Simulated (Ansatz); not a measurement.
Species: BNH, net charge 0, doublet state. SMILES: [B]=N
Geometry from a B3LYP-D3(BJ)/def2-TZVP (Ansatz, a quantum-chemistry and plane-wave program) optimisation:
```
N
B 1 1.2337
H 1 0.9930 2 180.00
```
Charge 0, spin multiplicity 2.

Wanted: atomisation energy, in kcal/mol. Set-up: frozen cores in correlated levels; non-relativistic; UHF or UKS for open shells; atomisation electronic, to ground-state atoms; 6-311+G** with 5d; no dispersion term unless named; no spin-orbit coupling; six Cartesian d functions in 6-31G* and its kin unless marked 5d; LANL2DZ all-electron up to Ne. Basis-set limits of correlation are two-point, X^-3; Hartree-Fock from the larger set. Ab initio and DFT rows: single points at B3LYP-D3(BJ) geometries (Ansatz).

Coupled cluster (Ansatz) is a level with limits of its own, used here on species with T1 under 0.025 (0.045 for open shells) and stable references: CCSD(T)/CBS(aug-cc-pVTZ,aug-cc-pVQZ).

Value to compare with, CCSD(T)/CBS(aug-cc-pVTZ,aug-cc-pVQZ) (Ansatz): 235.5 kcal/mol.

```
level           program  atomisation energy (kcal/mol)  difference
--------------  -------  -----------------------------  ----------
PBE/STO-3G       Ansatz                          276.5        41.0
PBE/3-21G        Ansatz                          241.2         5.7
PBE/LANL2DZ      Ansatz                          234.6        -0.9
PBE/6-31G*       Ansatz                          245.4         9.9
PBE/def2-SVP     Ansatz                          253.2        17.7
PBE/6-311+G**    Ansatz                          248.8        13.3
PBE/def2-TZVPD   Ansatz                          251.0        15.5
```

Among the 6 habitual levels, PBE/STO-3G lies farthest from CCSD(T)/CBS(aug-cc-pVTZ,aug-cc-pVQZ) (Ansatz) (41.0 kcal/mol) and PBE/LANL2DZ nearest (-0.9); 5 of 6 lie above it, and their mean absolute difference is 14.8 kcal/mol, the median 11.6. One case shows no general order.

The sets are all those run for this method; runs whose electronic state is in doubt are left out.
